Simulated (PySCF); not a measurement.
Cu²⁺: ionisation energy

Cu²⁺ [Ar] 3d9 (2D) → Cu³⁺ [Ar] 3d8 (3F), as a difference of total energies. All numbers are calculated (PySCF 2.14, scalar relativity by spin-free X2C-1e, in x2c-QZVPPall (11s7p6d4f2g, 108 functions)). Correlated levels: valence: [Ar] frozen; valence and next inner shell: [Ne] frozen. The calculations carry no spin-orbit coupling.

```
                                method  ionisation energy (eV)
                                   UHF                  34.010
                                   LDA                  38.107
                                   PBE                  37.387
                                  PBE0                  36.856
                                r2SCAN                  36.492
                                 wB97X                  36.822
                                B2PLYP                  36.819
                                  TPSS                  36.925
                         MP2 (valence)                  36.809
                     SCS-MP2 (valence)                  36.569
    MP2 (valence and next inner shell)                  37.363
SCS-MP2 (valence and next inner shell)                  36.971
```

A first-order spin-orbit estimate (lowest level to lowest level, LS coupling) adds -0.072 eV.

Errors of the correlated levels include the incompleteness of this basis and the frozen core.

Which method comes closest to the reference value, and which is furthest?

The reference is 36.841 ± 0.012 eV (measured; NIST Atomic Spectra Database, ionization energies). Closest: TPSS (error 0.012 eV); furthest: UHF (error -2.903 eV), both after the spin-orbit estimate.
